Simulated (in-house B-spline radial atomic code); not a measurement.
The numbers below are computed, except where a source is named.
## Two electrons in InAs: a parabolic dot with ħω = 11 meV in all three directions with a doubly ionised double donor at its centre

For InAs the NSM archive of the Ioffe Institute lists m* = 0.023 m0 and ε = 15.15. Real donors also feel a central-cell potential, which shifts the ground state; some double donors stay shallow and helium-like, others are deep centres that this model can't describe. In so narrow a gap the band flattens within tens of meV, so real spacings are smaller, by up to some tenths.

Effective-mass model with parabolic bands, a uniform dielectric constant, no image charges, no central-cell or spin-orbit terms. Two-electron levels come from full CI in B-splines with partial waves to l = 5 (up to 0.001 effective hartree above the limit).

**Question.** What are the effective units, and what is the potential in them?

**Answer.** Ha* = 27211.386 meV × 0.023/15.15² = 2.727 meV and a* = 0.0529177 nm × 15.15/0.023 = 34.86 nm. The frequency is ω = 4.05 Ha*, with −2/r added.

In these units the lowest s and p orbitals lie at 0.7665 and 6.9424, and their Coulomb and exchange integrals are J_ss = 2.0764, J_sp = 1.5207 and K_sp = 0.2578. Full CI gives 3.5174 for the ground singlet, 8.9506 for the sp triplet, 9.4128 for the sp singlet and 12.0991 for the lowest triplet of two s orbitals.

**Question.** What does it cost to add the second electron, to first order and exactly?

**Answer.** To first order E = 2ε_s + J_ss = 3.6095, so the charging energy E(2) − 2E(1) is J_ss = 5.662 meV. CI gives 3.5174 − 2 × (0.7665) = 1.9843, or 5.411 meV: relaxation and correlation lower it by 0.2511 meV, 4.4 % of J_ss. The s² configuration of one-electron orbitals holds 99.3 % of the state, and the mean radius is 16 nm.

**Question.** How far above the singlet do the triplets lie?

**Answer.** To first order the sp triplet lies at ε_s + ε_p + J_sp − K_sp = 8.9719, which is 14.62 meV above 2ε_s + J_ss. CI gives 8.9506 − (3.5174) = 5.4331, or 14.82 meV, 88 % of the orbital spacing of 16.84 meV. The ss triplet lies 23.4 meV up, so the lower of the two is the sp one, and its gap equals k_BT at 172 K. The sp singlet-triplet splitting is 1.26 meV, against 2K_sp = 1.406 meV.
